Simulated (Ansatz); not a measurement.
Born–Oppenheimer molecular dynamics of H6O2Sn (9 atoms, charge 0, multiplicity 1). It starts at the highest image of a converged band. Of that band: Neighbouring images differ by up to 2.2 eV, so the band resolves the path poorly. A vibrational analysis at the climbing image gives one clearly imaginary mode, 1818i cm⁻¹: a first-order saddle point.

Method: RHF/def2-SVP in Ansatz 0.2.0.

```yaml
ensemble: NVE (velocity Verlet)
time_step: 0.5 fs
steps_asked: 200
starting_velocities_drawn_for: 300 K
seed: 11620
```

First frame:

```xyz
9
Properties=species:S:1:pos:R:3
Sn 0.018 0.132 -0.105
H 0.937 -0.546 1.716
H 1.400 -0.371 -0.938
O -0.593 1.580 -1.303
H -1.373 2.062 -1.077
H -1.333 -0.848 0.188
O 0.305 1.486 1.515
H 0.769 2.314 1.471
H 0.792 0.485 1.905
```

Question: What does the run give?

Answer: All steps were run.

```json
{"steps done": "200", "time covered": "100 fs", "mean temperature over the second half": "2170 K", "spread of the potential energy over the second half": "21.4 meV per atom", "mean potential energy of the second half above the start": "-188.0 meV per atom"}
```

The conserved energy stayed within 0.37 meV per atom of its start (net change 0.068 meV per atom), so the integration is sound. The kinetic energy rose, since the run started high on the potential surface and went downhill. It ends in pieces (H2O + H4OSn), so much of that is their flight and rotation, not heat. A run of 0.1 ps of so small a system gives no equilibrium averages. The orbitals stay closed-shell, which can raise the energy where a bond breaks towards radicals; this wasn't checked here.

Question: What happens to the structure?

Answer: Between its relaxed ends the band would form Sn1–O7, H2–H9 and break Sn1–H2, O7–H9. These pairs go: Sn1–O7 2.13 → 4.45 Å, H2–H9 1.06 → 5.38 Å, Sn1–H2 2.15 → 1.85 Å, O7–H9 1.18 → 0.98 Å. In the last frame they stand as before the step (other bonds may differ from the relaxed reactants and products). It ends as H2O + H4OSn. Pairs count as bonded within 1.25 times the sum of covalent radii (0.12 Å more for H–H). Another seed would give other details.

Question: How do temperature and energy run in time?

Answer: 
| time (fs) | T (K) | potential energy less start (eV) | conserved less start (meV/atom) |
| --- | --- | --- | --- |
| 0 | 300 | 0.000 | 0.00 |
| 3 | 171 | 0.118 | 0.09 |
| 6 | 97 | 0.185 | 0.13 |
| 9 | 177 | 0.112 | 0.08 |
| 12 | 254 | 0.043 | 0.11 |
| 15 | 418 | -0.107 | -0.05 |
| 18 | 582 | -0.256 | -0.13 |
| 21 | 695 | -0.355 | 0.18 |
| 24 | 1031 | -0.662 | -0.06 |
| 27 | 1020 | -0.652 | -0.09 |
| 30 | 1081 | -0.707 | -0.06 |
| 33 | 1082 | -0.706 | 0.15 |
| 36 | 1022 | -0.652 | 0.06 |
| 39 | 1268 | -0.878 | -0.20 |
| 42 | 1488 | -1.076 | -0.16 |
| 45 | 1476 | -1.062 | 0.22 |
| 48 | 1833 | -1.389 | -0.27 |
| 51 | 1740 | -1.304 | -0.09 |
| 54 | 1714 | -1.278 | 0.13 |
| 57 | 2023 | -1.560 | -0.07 |
| 60 | 1958 | -1.501 | -0.10 |
| 63 | 2065 | -1.598 | -0.11 |
| 66 | 2271 | -1.784 | -0.13 |
| 69 | 2071 | -1.601 | 0.09 |
| 72 | 2224 | -1.741 | -0.05 |
| 75 | 2342 | -1.849 | -0.16 |
| 78 | 2120 | -1.645 | 0.17 |
| 81 | 2326 | -1.834 | -0.12 |
| 84 | 2329 | -1.838 | -0.18 |
| 87 | 2259 | -1.772 | 0.04 |
| 90 | 2483 | -1.977 | -0.20 |
| 93 | 2347 | -1.853 | -0.08 |
| 96 | 2394 | -1.896 | -0.08 |
| 99 | 2169 | -1.689 | 0.26 |

Run time: 2.9 min on 2 threads of Arm Neoverse V2, with other jobs on the host, peak memory 0.15 GiB.
